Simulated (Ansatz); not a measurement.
Species: InI2 (charge +1, singlet). 
Structure (B3LYP-D3(BJ)/def2-TZVP (Ansatz, a program for electronic structure) minimum search):
```xyz
3

In     0.0000     0.0000     0.0000
I      0.0000     0.0000    -2.5675
I      0.0000     0.0000     2.5675
```
Charge +1, spin multiplicity 1.

Basis-set convergence of Hartree-Fock and CCSD correlation energies (hartree) with Ansatz. Valence correlation only, unless marked. Spin-orbit coupling is left out. Frozen are the shells of the preceding noble gas and the d and f shells that filled before the atom's block. Past Kr the def2 sets carry scalar-relativistic core potentials.

```tsv
basis	functions	E(HF)	E(corr, CCSD)
def2-SVP	78	-782.36491	-0.24801
def2-TZVPP	150	-782.39452	-0.33660
def2-QZVPP	246	-782.39805	-0.37546
```

Extrapolating the two largest sets (X = 3 and 4) as X^-3: E(corr) = (64·(-0.37546) - 27·(-0.33660))/37 = -0.4038 Eh, an estimate of the basis-set limit. The largest set recovers 93.0 % of it, the smallest 61.4 %.
